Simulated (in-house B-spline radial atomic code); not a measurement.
The numbers below are computed, except where a source is named.
**Weak and strong correlation along the adiabatic connection**

Two-electron singlets in several external potentials (atomic units), by full CI in B-splines with partial waves to l = 8 (correlation energies up to 0.6 % small). The repulsion is scaled by λ at fixed density; W(λ) is the mean repulsion less the Hartree energy, W(0) = E_x, and the area under W from 0 to 1 is E_xc.

Relative drop (W(λ) − E_x)/E_x:

```
                            system  λ = 0.12  λ = 0.25  λ = 0.4  λ = 0.6  λ = 0.8   λ = 1
 ω²r²/2 − Z/r, ω = 0.0989, Z = 0.5    0.0351    0.0666   0.0965   0.1286   0.1542  0.1751
−V exp(−r²/w²), V = 5.93, w = 11.7    0.0299    0.0577   0.0849   0.1148   0.1391  0.1592
 −Z exp(−kr)/r, Z = 7.77, k = 2.71    0.0027    0.0056   0.0089   0.0132   0.0174  0.0216
    −Z/r, Z = 0.75, wall at 1 bohr    0.0068    0.0139   0.0218   0.0319   0.0415  0.0505
−V exp(−r²/w²), V = 2.12, w = 3.75    0.0230    0.0452   0.0677   0.0935   0.1153  0.1340
−Z exp(−kr)/r, Z = 2.03, k = 0.544    0.0126    0.0255   0.0394   0.0564   0.0719  0.0861
−V exp(−r²/w²), V = 3.64, w = 2.93    0.0175    0.0349   0.0530   0.0745   0.0934  0.1101
```

Question: Order the systems by how far second-order (GL2) theory, half the initial slope (estimated from the first points of each curve), overshoots the correlation energy, least first.
A. −V exp(−r²/w²), V = 2.12, w = 3.75
B. −Z exp(−kr)/r, Z = 2.03, k = 0.544
C. −Z/r, Z = 0.75, wall at 1 bohr
D. ω²r²/2 − Z/r, ω = 0.0989, Z = 0.5
E. −V exp(−r²/w²), V = 5.93, w = 11.7
F. −V exp(−r²/w²), V = 3.64, w = 2.93
G. −Z exp(−kr)/r, Z = 7.77, k = 2.71

Answer: G (GL2/E_c = 1.04), C (GL2/E_c = 1.09), B (GL2/E_c = 1.17), F (GL2/E_c = 1.25), A (GL2/E_c = 1.33), E (GL2/E_c = 1.43), D (GL2/E_c = 1.52).

Question: What else changes along this order?

Answer: The ratio follows the bend of the curve. With it the leading natural occupation goes from 1.999 to 1.899 and −T_c/E_c from 0.96 to 0.67 between the first and the last.
